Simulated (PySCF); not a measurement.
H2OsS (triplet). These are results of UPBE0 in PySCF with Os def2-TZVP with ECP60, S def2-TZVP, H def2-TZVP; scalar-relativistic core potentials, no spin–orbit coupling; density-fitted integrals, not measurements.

Harmonic bands of its minimum:

```json
{"ω (cm⁻¹)": "545", "IR (km/mol)": "4.6"}
{"ω (cm⁻¹)": "563", "IR (km/mol)": "12.4"}
{"ω (cm⁻¹)": "570", "IR (km/mol)": "49.7"}
{"ω (cm⁻¹)": "638", "IR (km/mol)": "2.9"}
{"ω (cm⁻¹)": "2274", "IR (km/mol)": "16.8"}
{"ω (cm⁻¹)": "2301", "IR (km/mol)": "43.6"}
```

The central atom is Os. Infer the point group and assign the bands.

Cs. The modes span 2a'' + 4a': 545 a'', 563 a', 570 a', 638 a', 2274 a'', 2301 a'. The computed geometry has Os–H 1.584 Å (×2), Os–S 2.054 Å; H–Os–H 91.5°, H–Os–S 99.0° (×2).

Only a few start shapes were tried, so a lower isomer may exist. Other spin states or occupations of the open shell can lie lower. Spin–orbit coupling, left out here, can matter for elements this heavy.
